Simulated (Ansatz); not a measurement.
Ansatz (a quantum-chemistry and plane-wave program) input (B3LYP/6-31G**): The .json file is the Basis Set Exchange's 6-31G**.

Ansatz 0.2 input:
```yaml
crystal:
  periodic: [false, false, false]
  atoms:
    - {symbol: Br, position_ang: [1.97268400, -0.38380000, -0.30992000]}
    - {symbol: Ge, position_ang: [-0.01210500, 0.82311300, 0.71514600]}
    - {symbol: Br, position_ang: [-1.96113000, -0.42366600, -0.33062000]}
    - {symbol: H, position_ang: [-0.01702400, 1.92172000, -0.46575800]}
basis:
  gaussian:
    orbitals: 6-31G__.json
hamiltonian:
  xc: {name: B3LYP}
total_charge: -1
output: {forces: true}
```

Output:

```
Functional definition: B3LYP
integrals: 0.06 GiB planned
1023 factors; integrals over basis functions are off by at most 1.1e-3 eV
mean field: 0.66 GiB planned
mean field evaluation 1: about -196609.9300 eV, gradient 2.2e1 eV
mean field evaluation 2: about -196609.8748 eV, gradient 2.3e1 eV
mean field evaluation 4: about -196610.5017 eV, gradient 5.9e-1 eV
mean field evaluation 8: about -196610.5055 eV, gradient 3.0e-2 eV
mean field evaluation 16: about -196610.5055 eV, gradient 8.0e-6 eV
mean field -196610.50550180 eV, -7225.3028098042 hartree, gradient 8.0e-6 eV, S^2 0.000000; 0 other end points of the search recorded, 0 dependent functions left out
the calculation of the forces begins
reference -196610.50573278 eV, -7225.3028182924 hartree; 52, 52 occupied and 58, 58 virtual orbitals, 1023 factors
Total energy: -196610.50573278 eV, -7225.3028182924 hartree
Atom 0 at     1.972684    -0.383800    -0.309920 Å, force     0.094783    -0.023184    -0.025563 eV/Å
Atom 1 at    -0.012105     0.823113     0.715146 Å, force    -0.000855     0.053602     0.059096 eV/Å
Atom 2 at    -1.961130    -0.423666    -0.330620 Å, force    -0.094018    -0.025097    -0.026556 eV/Å
Atom 3 at    -0.017024     1.921720    -0.465758 Å, force     0.000090    -0.005322    -0.006978 eV/Å
Dipole moment:    -0.002694     0.185935     0.153947 e Å
```

The dipole moment of an ion depends on the origin.

The geometry given is a B3LYP-D3(BJ)/def2-TZVP minimum.
